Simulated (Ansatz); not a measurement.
Program: Ansatz. Geometries: PBE0-D4/def2-TZVP. ΔE: electronic, gas phase. CBS: MP2 limit from def2 TZ/QZ plus the TZ coupled-cluster correction, frozen cores. This one scheme is used for every species. Functionals use def2-TZVPP. B3LYP here is the variant with VWN-RPA as its local correlation; programs differ in this. HSE06 is defined as in plane-wave codes. One conformer a species, not always the lowest.

Reaction (hydrogenolysis of a C–Cl bond): `N[SiH2]C(O)Cl` + H₂ → `N[SiH2]CO` + HCl

`N[SiH2]C(O)Cl`:

```xyz
11

N     0.394    1.331   -0.645
Si   -0.004    0.496    0.812
C    -0.321   -1.262    0.173
O     0.652   -1.654   -0.710
Cl   -1.972   -1.143   -0.655
H    -0.344    1.570   -1.290
H     1.099    2.051   -0.623
H     1.215    0.533    1.661
H    -1.180    0.990    1.571
H    -0.458   -2.048    0.913
H     0.920   -0.865   -1.208
```

H₂:

Cartesian coordinates in Å:
```
H -0.088 0.351 -0.090
H 0.088 -0.351 0.090
```

`N[SiH2]CO`:

Cartesian coordinates in Å:
```
N -1.266 -0.654 -0.646
Si -0.470 0.757 -0.032
C 1.285 0.190 0.353
O 1.252 -1.071 1.002
H -2.228 -0.816 -0.393
H -1.103 -0.949 -1.596
H -1.209 1.134 1.201
H -0.444 1.919 -0.970
H 1.888 0.148 -0.568
H 1.789 0.899 1.017
H 0.505 -1.557 0.631
```

HCl:

Z-matrix (Å, degrees):
```
Cl
H 1 1.279
```

| level | ΔE (kcal/mol) |
| --- | --- |
| B3LYP-D4 | -11.5 |
| r2SCANh-D4 | -11.1 |
| BHLYP-D4 | -13.7 |
| PBE | -11.3 |
| HSE06 | -13.4 |
| HF/def2-TZVPP | -18.5 |
| HF/CBS(def2) | -18.7 |
| MP2/CBS(def2) | -11.5 |

(1) What does CCSD(T)/CBS give? (Best estimate.)

(2) What do rigid-rotor, harmonic-oscillator terms from PBE0-D4/def2-TZVP frequencies (298.15 K, 1 bar) make of the CCSD(T)/CBS value? (Best estimate.)

Largest T1 diagnostic among the species: 0.012.

## Answers

(1) The calculation gave: -12.8 kcal/mol. The listed levels differ from it by 1.3, 1.7, -0.9, 1.5, -0.6, -5.7, -5.9, 1.3 kcal/mol.

(2) The calculation gave: ΔZPE = +3.2 kcal/mol, ΔH = -10.1 kcal/mol, ΔS = 31 J/(mol·K), ΔG = -12.2 kcal/mol.

Leaving LDA and LC-ωPBE aside and taking each functional with its dispersion term where it has one, the values, not all of them listed here, spread over 5.3 kcal/mol, from BHLYP-D4 to revPBE-D4. LDA lies +1.6 kcal/mol from PBE without D4. In def2-TZVPP, CCSD(T) changes the Hartree–Fock value by +5.0 kcal/mol (the triples alone add +1.8 kcal/mol) and MP2 by +6.3 kcal/mol.

CCSD(T)/CBS has its own doubt, a few kJ/mol and more with outer-core shells, so smaller differences from it don't rank the levels.
